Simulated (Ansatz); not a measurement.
`[OH][In]([Cl])[O][SiH3]` and `[F][In]([Cl])[O][SiH3]` differ in one atom or group.

Ansatz, PBE0-D4/def2-TZVP geometries, multiplicity 1. Each molecule was computed in one conformer, which needn't be the lowest.

Elements past krypton have def2 core potentials.

```csv
property,`[OH][In]([Cl])[O][SiH3]`
LUMO energy (PBE0/def2-TZVPP) / eV,-2.46
zero-point energy (PBE0-D4/def2-TZVP) / kJ/mol,113.5
"ideal-gas entropy at 298 K and 1 bar (rigid rotor, harmonic PBE0-D4/def2-TZVP) / J/(mol·K)",415
HOMO energy (PBE0/def2-TZVPP) / eV,-8.72
LUMO energy (B3LYP/def2-TZVPP) / eV,-2.79
LUMO energy (PBE/def2-TZVPP) / eV,-3.38
```

**Question.** What does the change do to each property? (Estimate.)

**Answer.** The calculation gave: 
| property | `[F][In]([Cl])[O][SiH3]` | shift |
| --- | --- | --- |
| LUMO energy (PBE0/def2-TZVPP) / eV | -2.86 | -0.40 |
| zero-point energy (PBE0-D4/def2-TZVP) / kJ/mol | 83.5 | -30.0 |
| ideal-gas entropy at 298 K and 1 bar (rigid rotor, harmonic PBE0-D4/def2-TZVP) / J/(mol·K) | 411 | -4 |
| HOMO energy (PBE0/def2-TZVPP) / eV | -8.89 | -0.17 |
| LUMO energy (B3LYP/def2-TZVPP) / eV | -3.20 | -0.41 |
| LUMO energy (PBE/def2-TZVPP) / eV | -3.78 | -0.40 |

With PBE0 the HOMO falls by 0.17 eV and the LUMO falls by 0.40 eV, so the gap narrows by about 0.23 eV. PBE moves the HOMO by -0.21 eV and ωB97M-V by -0.15 eV. The zero-point energy changes by -30.0 kJ/mol with -3 modes. Modes under 60 cm⁻¹, often nearly free rotors, make the harmonic entropy too high.

B3LYP here is the variant with VWN-RPA as its local correlation; programs differ in this.
